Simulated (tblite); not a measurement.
Species: C₄H₆OSi.
Bonds: C1–C2 (triple), C2–C3, C3–C4 (double), C3–O5, O5–Si6. Hydrogens: H7 on C1; H8, H9 on C4; H10, H11, H12 on Si6.

Computed with GFN2-xTB (tblite), gas phase: L-BFGS steps from a force-field or distance-geometry start until the largest atomic force falls under 0.01 eV/Å.

Step 15: E = -472.7317 eV
```
atom  x, y, z in Å  |  force x, y, z in eV/Å
C1     -1.3765    2.0132    0.1179    0.002  -0.052   0.001
C2     -1.0149    0.8698    0.1736   -0.060   0.067   0.047
C3     -0.5888   -0.4829    0.2439    0.021  -0.055  -0.081
C4     -1.4539   -1.4750    0.0464    0.006   0.008   0.069
O5      0.7215   -0.7274    0.4863   -0.005   0.075  -0.003
Si6     2.0169    0.0173   -0.1567    0.041  -0.047   0.048
H7     -1.7260    3.0001    0.0602    0.027   0.047   0.002
H8     -1.1408   -2.5015    0.0735   -0.003  -0.030   0.006
H9     -2.4852   -1.2493   -0.1289   -0.162  -0.070  -0.020
H10     3.0545   -0.7778    0.4749    0.037   0.001   0.014
H11     2.0489    1.4362    0.1916    0.023   0.027   0.008
H12     1.9456   -0.1234   -1.6087    0.072   0.028  -0.091
```

Step 16: E = -472.7338 eV
```
atom  x, y, z in Å  |  force x, y, z in eV/Å
C1     -1.3763    2.0147    0.1176    0.008  -0.069   0.002
C2     -1.0173    0.8702    0.1737   -0.071   0.091   0.019
C3     -0.5908   -0.4827    0.2374    0.008  -0.048  -0.008
C4     -1.4566   -1.4768    0.0502    0.063   0.027   0.040
O5      0.7202   -0.7242    0.4838   -0.044   0.055  -0.050
Si6     2.0178    0.0159   -0.1596    0.014  -0.044   0.079
H7     -1.7232    3.0029    0.0620    0.029   0.036   0.005
H8     -1.1343   -2.5007    0.0737   -0.028  -0.036   0.014
H9     -2.4894   -1.2557   -0.1233   -0.146  -0.072  -0.017
H10     3.0465   -0.7805    0.4802    0.074  -0.021   0.021
H11     2.0497    1.4323    0.1889    0.029   0.077   0.021
H12     1.9550   -0.1160   -1.6107    0.064   0.005  -0.127
```

**Question.** Estimate the geometry and energy of step 17. (The exact step hangs on the optimiser's Hessian estimate; all steps are aligned on step 16, rigid shifts and turns removed.)

**Answer.** E = -472.7359 eV, largest force 0.117 eV/Å
```
atom  x, y, z in Å  |  force x, y, z in eV/Å
C1     -1.3765    2.0162    0.1173    0.003  -0.044   0.003
C2     -1.0210    0.8708    0.1741   -0.062   0.065  -0.009
C3     -0.5931   -0.4827    0.2309   -0.028  -0.014   0.064
C4     -1.4594   -1.4787    0.0545    0.065   0.026  -0.001
O5      0.7182   -0.7204    0.4810   -0.069   0.025  -0.091
Si6     2.0189    0.0137   -0.1615    0.002  -0.012   0.056
H7     -1.7197    3.0064    0.0640    0.031   0.015   0.009
H8     -1.1285   -2.5006    0.0742   -0.055  -0.026   0.021
H9     -2.4956   -1.2635   -0.1180   -0.072  -0.078  -0.004
H10     3.0406   -0.7832    0.4857    0.097  -0.039   0.025
H11     2.0514    1.4295    0.1866    0.033   0.094   0.029
H12     1.9661   -0.1083   -1.6149    0.055  -0.014  -0.102
```

The energy changes by -0.0020 eV. The first-order estimate −F·Δx gives -0.0029 eV and the mean of the old and new forces, exact on a quadratic surface, -0.0021 eV. The step makes an angle of 69° with the force vector and moves no atom by more than 0.014 Å.

What follows is the cost of the whole relaxation. Hardware: Arm Neoverse V1, one thread, on a shared host. Cost: 0.54 s wall.
